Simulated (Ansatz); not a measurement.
One change: `CC(C)[NH][In]([Cl])[Cl]` becomes `CC(C)[NH][InH][F]`.

Ansatz, PBE0-D4/def2-TZVP geometries, multiplicity 1. Each molecule was computed in one conformer, which needn't be the lowest.

Elements past krypton have def2 core potentials.

| property | `CC(C)[NH][In]([Cl])[Cl]` |
| --- | --- |
| HOMO–LUMO gap (PBE/def2-TZVPP) / eV | 3.22 |
| HOMO energy (PBE/def2-TZVPP) / eV | -6.00 |
| LUMO energy (PBE/def2-TZVPP) / eV | -2.78 |
| HOMO energy (B3LYP/def2-TZVPP) / eV | -7.07 |
| LUMO energy (B3LYP/def2-TZVPP) / eV | -2.21 |
| size of the dipole moment (PBE/def2-TZVPP) / D | 3.73 |

Task: What does the change do to each property? (Estimate.)

Result: The calculation gave: 
```json
{"property": "HOMO–LUMO gap (PBE/def2-TZVPP) / eV", "`CC(C)[NH][InH][F]`": "3.82", "shift": "0.60"}
{"property": "HOMO energy (PBE/def2-TZVPP) / eV", "`CC(C)[NH][InH][F]`": "-5.50", "shift": "0.50"}
{"property": "LUMO energy (PBE/def2-TZVPP) / eV", "`CC(C)[NH][InH][F]`": "-1.68", "shift": "1.10"}
{"property": "HOMO energy (B3LYP/def2-TZVPP) / eV", "`CC(C)[NH][InH][F]`": "-6.56", "shift": "0.51"}
{"property": "LUMO energy (B3LYP/def2-TZVPP) / eV", "`CC(C)[NH][InH][F]`": "-1.27", "shift": "0.94"}
{"property": "size of the dipole moment (PBE/def2-TZVPP) / D", "`CC(C)[NH][InH][F]`": "3.50", "shift": "-0.23"}
```

With PBE0 the HOMO rises by 0.53 eV and the LUMO rises by 0.92 eV, so the gap widens by about 0.39 eV. PBE moves the HOMO by 0.50 eV and ωB97M-V by 0.51 eV. Dipoles are sizes alone; their direction can turn.

B3LYP here is the variant with VWN-RPA as its local correlation; programs differ in this.
